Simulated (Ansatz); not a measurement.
Question: Name a neutral molecule of C, F, O, Si and H with HOMO–LUMO gap (PBE/def2-TZVPP) between 6.75 and 7.05 eV and LUMO energy (PBE/def2-TZVPP) between -0.65 and -0.35 eV (Ansatz, PBE0-D4/def2-TZVP geometry).

Answer: `C[Si@H](O)O[Si@@H](O)F` (6.83 eV, -0.55 eV); `C[SiH2]O[SiH2]F` (6.87 eV, -0.48 eV); `C[SiH](F)O[SiH2]O` (6.83 eV, -0.37 eV); `O[SiH](O)C[SiH](F)F` (6.76 eV, -0.55 eV); `CO[SiH](F)O[SiH2]F` (6.82 eV, -0.40 eV). Other molecules can fit too; these were computed, each in one conformer that needn't be the lowest.
